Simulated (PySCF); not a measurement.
Spinor energies of Mn²⁰⁺ (manganese, charge +20)

Start: [He] 2s2 2p1; 2p3/2 filled at m_j = +3/2. Calculated with PySCF 2.14 in an uncontracted even-tempered set (17 s from 5.1 bohr⁻², ratio 2.4; 11 p from 6.6 bohr⁻², ratio 2.4; 5 d from 23 bohr⁻², ratio 2.6; 4 f from 34 bohr⁻², ratio 2.6): generalised Hartree-Fock with the X2C-1e Hamiltonian and a Gaussian nucleus; one run each with spin-orbit coupling (SO) screened by Boettger's factors, then bare. This is a chosen level, not necessarily the ground level.

| spinor shell | electrons | ε, screened SO (eV) | ε, bare SO (eV) | weight of nominal j (bare SO) | rms radius, bare SO (bohr) |
| --- | --- | --- | --- | --- | --- |
| 1s1/2 | 2 | -7744.6 | -7744.6 | 1.000 | 0.0697 |
| 2s1/2 | 2 | -1690.5 | -1690.5 | 1.000 | 0.277 |
| 2p3/2 | 1 | -1633.7 | -1633.3 | 1.000 | 0.242 |

```json
{"quantity": "E (hartree)", "screened SO": "-809.09836", "bare SO": "-809.08499"}
{"quantity": "M_J", "screened SO": "3/2", "bare SO": "3/2"}
{"quantity": "⟨J²⟩", "screened SO": "3.750", "bare SO": "3.750"}
{"quantity": "⟨L²⟩", "screened SO": "2.000", "bare SO": "2.000"}
{"quantity": "⟨S²⟩", "screened SO": "0.750", "bare SO": "0.750"}
```

Each row is a mean over spinors that exchange with the open shell spreads, by up to 19.448 eV (2s1/2).
